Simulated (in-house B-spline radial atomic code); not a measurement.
Configurations of the xenon ion Xe⁵⁺, with energies counted from [Kr] 4d10 5s2 5p1. Level of theory: Dirac-Hartree-Fock, average of configuration, Fermi nucleus of rms radius 4.7859 fm; calculated with a radial B-spline atomic code at the basis-set limit. Energies include first-order Breit, QED and recoil terms.

Occupations are held fixed; configurations that lie above the ionisation limit could autoionise.

```json
{"configuration": "[Kr] 4d10 4f1 5s2", "E - E(ref) (eV)": "22.436", "highest orbital": "4f7/2", "its <r> (bohr)": "1.527"}
{"configuration": "[Kr] 4d10 5s2 7f1", "E - E(ref) (eV)": "52.395", "highest orbital": "7f7/2", "its <r> (bohr)": "9.139"}
{"configuration": "[Kr] 4d10 5s2 9p1", "E - E(ref) (eV)": "54.17", "highest orbital": "9p3/2", "its <r> (bohr)": "11.87"}
{"configuration": "[Kr] 4d9 5s2 5p1 7s1", "E - E(ref) (eV)": "106.89", "highest orbital": "7s1/2", "its <r> (bohr)": "5.307"}
{"configuration": "[Kr] 4d9 5s2 5p1 9s1", "E - E(ref) (eV)": "119.02", "highest orbital": "9s1/2", "its <r> (bohr)": "10.92"}
{"configuration": "[Ar] 3d9 4s2 4p6 4d10 5s2 5p1 8f1", "E - E(ref) (eV)": "737.39", "highest orbital": "8f7/2", "its <r> (bohr)": "12.27"}
{"configuration": "[Ar] 3d9 4s2 4p6 4d10 5s2 5p1 9f1", "E - E(ref) (eV)": "739.48", "highest orbital": "9f7/2", "its <r> (bohr)": "16.16"}
```

Q: Order these further configurations by energy, lowest first.
A. [Ar] 3d9 4s2 4p6 4d10 5s2 5p2
B. [Ar] 3d9 4s2 4p6 4d10 5s2 5p1 5f1
C. [Kr] 4d10 5s2 9g1
D. [Kr] 4d10 5s1 5p1 7d1
E. [Kr] 4d10 5s1 5p1 8d1

A: C (58.335 eV), D (61.178 eV), E (65.987 eV), A (679.08 eV), B (719.91 eV).

Q: How far above the reference does [Kr] 4d9 5s2 5p1 8f1 lie?

A: 121.12 eV; its least bound orbital is 8f7/2 with <r> = 12.37 bohr.

Q: How far above the reference does [Kr] 4d9 5s2 5p1 5f1 lie?

A: 103.96 eV; its least bound orbital is 5f7/2 with <r> = 3.599 bohr.

Q: How far above the reference does [Kr] 4d10 5s1 5p1 9d1 lie?

A: 68.964 eV; its least bound orbital is 9d5/2 with <r> = 13.44 bohr.
